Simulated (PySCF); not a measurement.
## Spinor energies of Hf³²⁺ (hafnium, charge +32)

Start: [Kr] 4d4; 4d3/2 filled at m_j = -3/2, -1/2, +1/2, +3/2. Calculated with PySCF 2.14 in an uncontracted even-tempered set (17 s from 3.1 bohr⁻², ratio 2.8; 14 p from 4.1 bohr⁻², ratio 2.8; 9 d from 4.1 bohr⁻², ratio 2.8; 3 f from 16 bohr⁻², ratio 3): generalised Hartree-Fock with the X2C-1e Hamiltonian and a Gaussian nucleus; one run each with spin-orbit coupling (SO) switched off, then screened by Boettger's factors.

```csv
spinor shell,electrons,"ε, spin-free (eV)","ε, screened SO (eV)",weight of nominal j (screened SO),"rms radius, screened SO (bohr)"
1s1/2,2,-66939.6,-66919.7,1.000,0.0215
2s1/2,2,-12625.4,-12618.1,1.000,0.0870
2p1/2,2,-11239.9,-12090.5,1.000,0.0740
2p3/2,4,-11239.9,-10888.4,1.000,0.0812
3s1/2,2,-3879.1,-3876.1,1.000,0.221
3p1/2,2,-3456.7,-3644.1,1.000,0.212
3p3/2,4,-3456.7,-3376.7,1.000,0.226
3d3/2,4,-2957.1,-2993.5,1.000,0.199
3d5/2,6,-2957.1,-2929.4,1.000,0.204
4s1/2,2,-1650.6,-1649.3,1.000,0.461
4p1/2,2,-1488.5,-1554.0,1.000,0.465
4p3/2,4,-1488.5,-1459.4,1.000,0.494
4d3/2,4,-1308.3,-1312.8,1.000,0.481
```

```tsv
quantity	spin-free	screened SO
E (hartree)	-14518.14350	-14535.16790
M_J	0	0
⟨J²⟩	4.001	0.000
⟨L²⟩	6.001	2.473
⟨S²⟩	6.000	2.473
```

Breit and QED terms are absent; they matter most for the inner s and p1/2 levels.

Densities and radii are taken from the X2C orbitals without a picture-change correction, which distorts them close to the nucleus.

Without spin-orbit coupling the j labels of p, d and f shells carry no meaning; the spin-free column gives the mean over the occupied spinors of each nl shell, and its ⟨J²⟩ belongs to a mixture of degenerate components.
